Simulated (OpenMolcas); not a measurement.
## OpenMolcas run: neutral oxygen

Input:

```
&GATEWAY
Coord
1

O 0.0 0.0 0.0
Basis=ANO-RCC-VTZP
Group=XYZ
NoMove
AngMom=0.0 0.0 0.0
AMFI
&SEWARD
* reference wave functions (RASSCF and RASSI steps not shown): 4 electrons in 3 orbitals (2p)
>>> COPY JOB001 $Project.JobIph
&CASPT2
XMultistate=3 1 2 3
Frozen=0 0
IPEA=0.6
Sig2=0.5
MaxIter=60
WThr=0.0 0.3 0.05
PrWF=0.5
NoMix
>>> COPY JOB002 $Project.JobIph
&CASPT2
XMultistate=6 1 2 3 4 5 6
Frozen=0 0
IPEA=0.6
Sig2=0.5
MaxIter=60
WThr=0.0 0.3 0.05
PrWF=0.5
NoMix
```

Launched by
```bash
OMP_NUM_THREADS=1 MOLCAS_MEM=2252 MOLCAS_PROJECT=a pymolcas a.inp > a.log  # once for each step of the input, in one work folder
```

Output, cut to the results:

```
--- CASPT2 ---
Orbital specifications:
      -----------------------

      Symmetry species                           1   2
                                                ag  au
      Frozen orbitals                            0   0
      Inactive orbitals                          2   0
      Active orbitals                            0   3
      Secondary orbitals                        12  13
      Deleted orbitals                           0   0
      Number of basis functions                 14  16
Type of calculation                        XMS-CASPT2
      Fock operator                              state-average
      IPEA shift                                 0.60
      Real shift                                 0.00
      Imaginary shift                            0.00
      Sigma^2 regularizer                        0.50
      The input orbitals will be transformed to quasi-canonical
      The input states will be rotated to diagonalize the Fock operator
Reference energy:         -74.8612870239
      E2 (Non-variational):      -0.1565342003
      Shift correction:          -0.0000755639
      E2 (Variational):          -0.1566097642
      Total energy:             -75.0178967881
      Residual norm:              0.0000002010
      Reference weight:           0.96681
      Contributions to the CASPT2 correlation energy
      Active & Virtual Only:         -0.0725108528
      One Inactive Excited:          -0.0715967615
      Two Inactive Excited:          -0.0124265860
Reference energy:         -74.8612870239
      E2 (Non-variational):      -0.1565416857
      Shift correction:          -0.0000755879
      E2 (Variational):          -0.1566172736
      Total energy:             -75.0179042974
      Residual norm:              0.0000002010
      Reference weight:           0.96681
      Contributions to the CASPT2 correlation energy
      Active & Virtual Only:         -0.0725177280
      One Inactive Excited:          -0.0715973154
      Two Inactive Excited:          -0.0124266423
::    XMS-CASPT2 Root  1     Total energy:    -75.01911151
::    XMS-CASPT2 Root  2     Total energy:    -75.01790419
::    XMS-CASPT2 Root  3     Total energy:    -75.01789612
--- CASPT2 ---
Orbital specifications:
      -----------------------

      Symmetry species                           1   2
                                                ag  au
      Frozen orbitals                            0   0
      Inactive orbitals                          2   0
      Active orbitals                            0   3
      Secondary orbitals                        12  13
      Deleted orbitals                           0   0
      Number of basis functions                 14  16
Type of calculation                        XMS-CASPT2
      Fock operator                              state-average
      IPEA shift                                 0.60
      Real shift                                 0.00
      Imaginary shift                            0.00
      Sigma^2 regularizer                        0.50
      The input orbitals will be transformed to quasi-canonical
      The input states will be rotated to diagonalize the Fock operator
Reference energy:         -74.7809700240
      E2 (Non-variational):      -0.1652526911
      Shift correction:          -0.0000148605
      E2 (Variational):          -0.1652675517
      Total energy:             -74.9462375756
      Residual norm:              0.0000000795
      Reference weight:           0.96483
      Contributions to the CASPT2 correlation energy
      Active & Virtual Only:         -0.0781721085
      One Inactive Excited:          -0.0713849366
      Two Inactive Excited:          -0.0156956459
Reference energy:         -74.7809700240
      E2 (Non-variational):      -0.1653892195
      Shift correction:          -0.0000219494
      E2 (Variational):          -0.1654111689
      Total energy:             -74.9463811929
      Residual norm:              0.0000000591
      Reference weight:           0.96476
      Contributions to the CASPT2 correlation energy
      Active & Virtual Only:         -0.0782838682
      One Inactive Excited:          -0.0744772212
      Two Inactive Excited:          -0.0126281301
::    XMS-CASPT2 Root  1     Total energy:    -74.94944399
::    XMS-CASPT2 Root  2     Total energy:    -74.94662134
::    XMS-CASPT2 Root  3     Total energy:    -74.94414278
::    XMS-CASPT2 Root  4     Total energy:    -74.94285601
::    XMS-CASPT2 Root  5     Total energy:    -74.94104927
::    XMS-CASPT2 Root  6     Total energy:    -74.85433928
```

In XMS-CASPT2 the single-state energies belong to rotated reference states; over a whole degenerate manifold the rotation is arbitrary, and only the multistate roots count.

Levels above the lowest, from the spin-orbit matrix with the multistate effective Hamiltonian, averaged by term, added to it:

```
Configuration  Term  J  E (cm-1)  Measured (cm-1)      g  Term weight %
      2s2 2p4    3P  2       0.0              0.0  1.501            100
      2s2 2p4    3P  1       149              158  1.501            100
      2s2 2p4    3P  0       222              227                   100
      2s2 2p4    1D  2     16200            15868  1.000            100
      2s2 2p4    1S  0     36050            33793                   100
```

Against the 4 measured excited levels shown (NIST Handbook of Basic Atomic Spectroscopic Data) the mean absolute deviation is 650 cm-1; the largest miss in energy is 2s2 2p4 1S0: computed 36050, measured 33793 cm-1 (+6.7 %).

CASPT2 does not keep the components of a term degenerate, so their means are used; among the terms shown or strongly mixed into the levels shown the widest spread is 1800 cm-1 (2s2 2p4 1D). With the s shell closed, the reference lacks s² → p² mixing. Measured partners are found by configuration, term and J. A level has none where our copy of the source lacks it or the pairing is in doubt (some pairs that miss far off the trend of their configuration count as doubtful), and it then counts in no deviation. Levels of configurations outside the active space are missing.

The CASPT2 steps took 0.83 s on 1 thread of Arm Neoverse V1 (shared host); the integral step is not counted.

The term weight is that of the spin-free term in the level, not the purity of its configuration.
